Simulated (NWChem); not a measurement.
System: C$_{2}$H$_{9}$PSi; SMILES C[SiH](C)P

Input file for NWChem:

```
start job
memory heap 200 mb stack 900 mb global 1100 mb
geometry units angstroms noautosym nocenter noautoz
  Si    -0.011763     0.436359     0.397818
  C      1.500786     1.350274    -0.282314
  C     -1.616493     1.188982    -0.266403
  P     -0.019791    -1.804337    -0.056478
  H     -0.007166     0.532992     1.887692
  H      1.538545     1.295610    -1.376512
  H      2.431641     0.923734     0.107608
  H      1.472698     2.410088     0.000672
  H     -2.493958     0.669200     0.133646
  H     -1.661964     1.133754    -1.360407
  H     -1.693615     2.245424     0.017541
  H      0.295457    -1.667462    -1.441888
  H      1.337755    -2.024932     0.321784
end
basis spherical
  * library def2-svp
end
dft
  xc m06-2x
  iterations 150
end
cosmo
  do_cosmo_smd true
  solvent propanol
end
task dft energy
```

Excerpt of the output:

```
             Northwest Computational Chemistry Package (NWChem) 7.3.0
             --------------------------------------------------------

                             Geometry "geometry" -> ""
                             -------------------------

 Output coordinates in angstroms (scale by  1.889725989 to convert to a.u.)

  No.       Tag          Charge          X              Y              Z
 ---- ---------------- ---------- -------------- -------------- --------------
    1 Si                  14.0000    -0.01176300     0.43635900     0.39781800
    2 C                    6.0000     1.50078600     1.35027400    -0.28231400
    3 C                    6.0000    -1.61649300     1.18898200    -0.26640300
    4 P                   15.0000    -0.01979100    -1.80433700    -0.05647800
    5 H                    1.0000    -0.00716600     0.53299200     1.88769200
    6 H                    1.0000     1.53854500     1.29561000    -1.37651200
    7 H                    1.0000     2.43164100     0.92373400     0.10760800
    8 H                    1.0000     1.47269800     2.41008800     0.00067200
    9 H                    1.0000    -2.49395800     0.66920000     0.13364600
   10 H                    1.0000    -1.66196400     1.13375400    -1.36040700
   11 H                    1.0000    -1.69361500     2.24542400     0.01754100
   12 H                    1.0000     0.29545700    -1.66746200    -1.44188800
   13 H                    1.0000     1.33775500    -2.02493200     0.32178400

 Effective nuclear repulsion energy (a.u.)     217.9098833604

                                 NWChem DFT Module
                                 -----------------

 Summary of "ao basis" -> "ao basis" (spherical)
 ------------------------------------------------------------------------------
       Tag                 Description            Shells   Functions and Types
 ---------------- ------------------------------  ------  ---------------------
 Si                         def2-svp                 8       18   4s3p1d
 C                          def2-svp                 6       14   3s2p1d
 P                          def2-svp                 8       18   4s3p1d
 H                          def2-svp                 3        5   2s1p

 in cosmo_initialize ...
 calling solv_data for solv:propanol

 solvent parameters
 solvname_short: propanol
 solvname_long:  1-propanol
 dielec:       20.5240
 dielecinf:     1.9182
 nonaqueous SMD model solvent descriptors
 dielec:       20.5240
 sola:          0.3700
 solb:          0.4800
 solc:          0.0000
 solg:         33.5700
 solh:          0.0000
 soln:          1.3850

          ---------------
          -cosmo- solvent
          ---------------
 Cosmo: York-Karplus, doi: 10.1021/jp992097l
 dielectric constant -eps-     =  20.52
 screen = (eps-1)/(eps    )    =   0.95128
 surface charge correction     = lagrangian

   van der Waals surface
 --------------------------

[...]

                                COSMO-SMD solvation results
                                ---------------------------

             internal energy in gas <Psi(g)|H|Psi(g)> =      -712.145071475178
         internal energy in solvent <Psi(s)|H|Psi(s)> =      -712.144320289023
                               delta internal energy  =         0.000751186156 (    0.47 kcal/mol)
   total free energy in solvent <Psi(s)|H+V/2|Psi(s)> =      -712.148875127383
 polarization energy contribution <Psi(s)|V/2|Psi(s)> =        -0.004554838360 (   -2.86 kcal/mol)
    total free energy in solvent including G(SMD-CDS) =      -712.147198110749
                       G(SMD-CDS) energy contribution =         0.001677016634 (    1.05 kcal/mol)
     1 M fixed-concentration free energy of solvation =        -0.002126635571 (   -1.33 kcal/mol)

                       DFT Final Molecular Orbital Analysis
                       ------------------------------------

 Vector   23  Occ=2.000000D+00  E=-3.735309D-01
              MO Center= -4.0D-01,  4.5D-01,  4.6D-01, r^2= 3.7D+00
   Bfn.  Coefficient  Atom+Function         Bfn.  Coefficient  Atom+Function
  ----- ------------  ---------------      ----- ------------  ---------------
    65      0.304404   5 H  s                36     -0.245890   3 C  px
    10      0.216554   1 Si pz               66      0.190138   5 H  s
    38     -0.157282   3 C  pz               39     -0.154405   3 C  px
    13      0.147741   1 Si pz              100      0.144497  12 H  s
     8      0.138552   1 Si px               90      0.132103  10 H  s

 Vector   24  Occ=2.000000D+00  E=-3.560392D-01
              MO Center= -1.8D-01, -1.9D-02,  6.5D-02, r^2= 4.2D+00
   Bfn.  Coefficient  Atom+Function         Bfn.  Coefficient  Atom+Function
  ----- ------------  ---------------      ----- ------------  ---------------
    36      0.240433   3 C  px                8     -0.190082   1 Si px
    22      0.177270   2 C  px               50     -0.169038   4 P  s
    58     -0.158133   4 P  py               57      0.155311   4 P  px
   105      0.151379  13 H  s                54      0.149969   4 P  px
    37     -0.146566   3 C  py               55     -0.144746   4 P  py

 Vector   25  Occ=2.000000D+00  E=-3.038597D-01
              MO Center= -5.2D-03, -1.4D+00, -6.6D-04, r^2= 3.3D+00
   Bfn.  Coefficient  Atom+Function         Bfn.  Coefficient  Atom+Function
  ----- ------------  ---------------      ----- ------------  ---------------
    58      0.395923   4 P  py               55      0.295917   4 P  py
    50     -0.275162   4 P  s                57      0.274323   4 P  px
    49     -0.208843   4 P  s                54      0.188877   4 P  px
     9     -0.180325   1 Si py               52     -0.165896   4 P  py
    48     -0.142250   4 P  s                12     -0.139657   1 Si py

 Vector   26  Occ=0.000000D+00  E= 6.488280D-02
              MO Center= -1.0D-02, -6.6D-01,  1.1D-01, r^2= 6.0D+00
   Bfn.  Coefficient  Atom+Function         Bfn.  Coefficient  Atom+Function
  ----- ------------  ---------------      ----- ------------  ---------------
    35      1.325793   3 C  s               106     -0.857835  13 H  s
    12     -0.599265   1 Si py               57      0.559431   4 P  px
    21      0.499040   2 C  s                96     -0.469818  11 H  s
    58     -0.428962   4 P  py               13      0.394440   1 Si pz
    11      0.387047   1 Si px               59      0.374687   4 P  pz

 Vector   27  Occ=0.000000D+00  E= 7.781065D-02
              MO Center=  1.9D-03, -1.1D+00, -3.5D-01, r^2= 4.7D+00
   Bfn.  Coefficient  Atom+Function         Bfn.  Coefficient  Atom+Function
  ----- ------------  ---------------      ----- ------------  ---------------
   101      1.050251  12 H  s                59      0.862499   4 P  pz
    35     -0.641550   3 C  s                50     -0.496824   4 P  s
    11     -0.482647   1 Si px                3     -0.432348   1 Si s
    13      0.366619   1 Si pz               58      0.348050   4 P  py
    91      0.346611  10 H  s                86      0.271358   9 H  s

 Vector   28  Occ=0.000000D+00  E= 8.866890D-02
              MO Center=  7.0D-01, -2.2D-02, -3.9D-01, r^2= 6.4D+00
   Bfn.  Coefficient  Atom+Function         Bfn.  Coefficient  Atom+Function
  ----- ------------  ---------------      ----- ------------  ---------------
    21      1.670325   2 C  s                50      1.146944   4 P  s
     4     -0.970649   1 Si s               101     -0.720308  12 H  s
    58      0.663443   4 P  py               12      0.610788   1 Si py
    81     -0.612733   8 H  s                11     -0.534462   1 Si px
    13      0.536531   1 Si pz               71     -0.535821   6 H  s

     Multipole analysis of the density
     ---------------------------------

     L   x y z        total         alpha         beta         nuclear
     -   - - -        -----         -----         ----         -------
     0   0 0 0     -0.000000    -25.000000    -25.000000     50.000000

     1   1 0 0      0.334874      0.107340      0.107340      0.120194
     1   0 1 0      0.710241      0.546063      0.546063     -0.381885
     1   0 0 1     -0.379566      0.074669      0.074669     -0.528904

     2   2 0 0    -31.203160   -110.906711   -110.906711    190.610261
     2   1 1 0     -1.739761      2.133094      2.133094     -6.005950
     2   1 0 1      0.312662      0.108814      0.108814      0.095034
     2   0 2 0    -33.962861   -183.396860   -183.396860    332.830858
     2   0 1 1      0.353624      1.187344      1.187344     -2.021064
     2   0 0 2    -31.818550    -38.565381    -38.565381     45.312212
```

Level: M06-2X/def2-SVP, SMD on the gas-phase geometry. All runs use the structure optimised with B3LYP/6-31G* (spherical d). Solvent: 1-propanol.
